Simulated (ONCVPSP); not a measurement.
## N (Z = 7), ONCV: configuration errors across variants

```json
{
 "Element": "N (Z = 7)",
 "Generator": "ONCVPSP 4.0.1",
 "Type": "optimised norm-conserving Vanderbilt (ONCV)",
 "Functional": "PBE",
 "Relativity": "fully relativistic",
 "Frozen core": "[He]",
 "Valence charge": "5",
 "Reference configuration": "2s2 2p3",
 "Partial waves": "2s: rc 0.90 bohr, ncon 4, nbas 8, qcut 8.3 1/bohr, 2 projectors, debl 0.8 Ha; 2p: rc 1.40 bohr, ncon 4, nbas 9, qcut 12.1 1/bohr, 3 projectors, debl 1.8 Ha; d scattering state at 0.1 Ha: rc 1.45 bohr, ncon 4, nbas 7, qcut 6.9 1/bohr, 2 projectors, debl 2.5 Ha",
 "Local potential": "polynomial inside 0.70 bohr (lpopt 2, dvloc0 0 Ha)",
 "Core correction": "polynomial model core, fcfact 0.7"
}
```

Open shells are filled in proportion to 2j + 1.

All-electron excitation energies from the reference (eV): (1) 2s2 2p2 13.591; (2) 2s2 2p1 42.445; (3) 2s2 2p0 89.527; (4) 2s1 2p3 25.372.

Errors AE − PS in meV (a dash: test not solved or not reliable):

```csv
change,(1),(2),(3),(4),bound ghosts,GHOST(+) flags above zero
base,+5.6,+56,+255,+0.5,none,none
"core correction polynomial model core, fcfact 1",+5.4,+54,+246,+0.4,none,none
s: rc 0.76,+5.6,+56,+254,+0.6,none,s
"local potential polynomial inside 0.70 bohr (lpopt 2, dvloc0 -0.5 Ha)",+5.6,+56,+255,+0.5,none,none
"core correction Teter function, fcfact 1.75, rcfact 1.05",+7.1,+77,+411,-3.3,none,none
d: rc 1.84,+5.6,+56,+255,+0.5,none,none
s: qcut 9.8,+5.3,+53,+246,+0.3,none,none
d: nbas 8,+5.6,+56,+255,+0.5,none,none
```

Q: Give the same row for: p: debl 0.75.

A: +5.7, +56, +255, +0.5; bound ghosts: none; GHOST(+) flags above zero: none.
